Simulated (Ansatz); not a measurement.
Coupled-cluster run, `C#[C][Hf]([F])([F])[C]#C`.

```yaml
crystal:
  periodic: [false, false, false]
  atoms:
    - {symbol: C, position_ang: [-0.265054, -2.688897, -1.060407]}
    - {symbol: C, position_ang: [-0.497384, -1.637613, -0.498395]}
    - {symbol: Hf, position_ang: [-0.893013, 0.249709, 0.500258]}
    - {symbol: F, position_ang: [-1.234426, -0.069797, 2.332511]}
    - {symbol: F, position_ang: [-2.388282, 1.082853, -0.303382]}
    - {symbol: C, position_ang: [0.841879, 1.541256, 0.305634]}
    - {symbol: C, position_ang: [1.818034, 2.254630, 0.190508]}
    - {symbol: H, position_ang: [-0.058768, -3.612173, -1.554868]}
    - {symbol: H, position_ang: [2.677024, 2.880043, 0.088140]}
basis:
  gaussian: {orbitals: def2-SVP}
correlation: {method: ccsd_t}
```

```sh
$ ansatz run in.yaml --threads 8 --pin off --events-out ev --progress --plain --max-ram 18278MiB
```

The program prints (abridged):

```
Functional definition: HF
  name "HF"
  cite "Fock, Z. Phys. 61, 126 (1930) doi:10.1007/BF01340294"
  parent pbe
  exchange = exact_x
  correlation = 0
1262 factors; integrals over basis functions are off by at most 1.2e-3 eV
mean field evaluation 1: about -10845.1684 eV, gradient 5.2e1 eV
mean field evaluation 2: about -10845.3410 eV, gradient 5.2e1 eV
mean field evaluation 4: about -10851.3419 eV, gradient 4.5e0 eV
mean field evaluation 8: about -10851.4309 eV, gradient 6.4e-1 eV
mean field -10851.43207697 eV, -398.7827734637 hartree, gradient 1.4e-6 eV, S^2 0.000000; 0 other end points of the search recorded, 0 dependent functions left out
6 core orbitals not correlated: weight in the atoms' cores, before any rotation towards them, 1.000 or more for the frozen orbitals, at most 0.000 for the correlated occupied ones
reference -10851.43207697 eV, -398.7827734637 hartree; 22, 22 occupied and 98, 98 virtual orbitals, 1262 factors
second order -29.47609240 eV of doubles, -0.00000000 eV of singles
cycle   1  -28.81446196 eV  change    6.6e-1 eV  update   1.7e-1
cycle   2  -29.68276573 eV  change   -8.7e-1 eV  update   6.3e-2
cycle   3  -29.93067113 eV  change   -2.5e-1 eV  update   3.2e-2
cycle   4  -29.95079680 eV  change   -2.0e-2 eV  update   9.4e-3
cycle   5  -29.94936762 eV  change    1.4e-3 eV  update   3.4e-3
cycle   6  -29.95194982 eV  change   -2.6e-3 eV  update   1.1e-3
cycle   7  -29.95282321 eV  change   -8.7e-4 eV  update   4.5e-4
cycle   8  -29.95281865 eV  change    4.6e-6 eV  update   1.2e-4
cycle   9  -29.95289269 eV  change   -7.4e-5 eV  update   4.2e-5
cycle  10  -29.95292766 eV  change   -3.5e-5 eV  update   1.4e-5
perturbative correction -1.10330012 eV, -0.0405455316 hartree
Total energy: -10882.48830475 eV, -399.9240687839 hartree
```

Run time 12 s (8 threads of an Arm Neoverse V2 on a shared host); peak host memory 0.99 GiB.

MP2 recovers 94.9 % of the CCSD(T) correlation energy and the triples give 3.6 %; T1 = 0.0170.
